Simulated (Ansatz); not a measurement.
Total energies of C2H2F3I, SMILES `FC(F)(F)CI`.

```xyz
8

F    -0.8073    0.2221   -1.5258
C     0.0918    0.4998   -0.5812
F     1.3053    0.3238   -1.1047
F    -0.0305    1.8037   -0.2829
C    -0.1193   -0.3089    0.6730
I     0.0447   -2.4018    0.3563
H    -1.1161   -0.1114    1.0585
H     0.6314   -0.0272    1.4068
```

Total charge 0; spin multiplicity 1. Correlated methods include outer-core shells of I, which these sets cover unevenly. I takes the def2 core potential. The structure was optimised at the PBE0-D4/def2-TZVP level. Basis def2-TZVPP, Ansatz 0.2.0.

RPA on PBE orbitals: Hartree–Fock energy of these orbitals -671.98029 Eh, correlation -2.23560 Eh (frozen core).

```tsv
functional	energy without D4 (Eh)	D4 term (kJ/mol)
LDA (SPW92)	-671.82091	–
revPBE	-674.74343	-56.9
BLYP	-674.71781	-40.0
B97M-V	-674.71034	–
PBE0	-674.47092	-15.1
B3LYP	-674.92384	-29.1
r2SCANh	-674.75308	-4.5
HSE06 (plane-wave form)	-674.45346	-14.0
BHLYP	-674.62458	-22.0
CAM-B3LYP	-674.72948	-15.3
ωB97X-V	-674.70029	–
ωB97M-V	-674.71652	–
B2PLYP	-674.43838	–
PBE-QIDH	-674.27211	–
```

(1) Give the same for PBE, r2SCAN, r2SCAN0, LC-ωPBE. (Estimate.)

B3LYP takes the VWN-RPA correlation (the form of Gaussian; ORCA's B3LYP/G). HSE06 is the plane-wave form, built on full-range PBE exchange. The double hybrids freeze the cores in their second-order part.

Results:

(1) Ansatz gave: 
```csv
functional,energy without D4 (Eh),D4 term (kJ/mol)
PBE,-674.44037,-17.9
r2SCAN,-674.78355,-4.2
r2SCAN0,-674.70894,-5.0
LC-ωPBE,-674.65833,–
```

LC-ωPBE has ω = 0.4 bohr⁻¹.
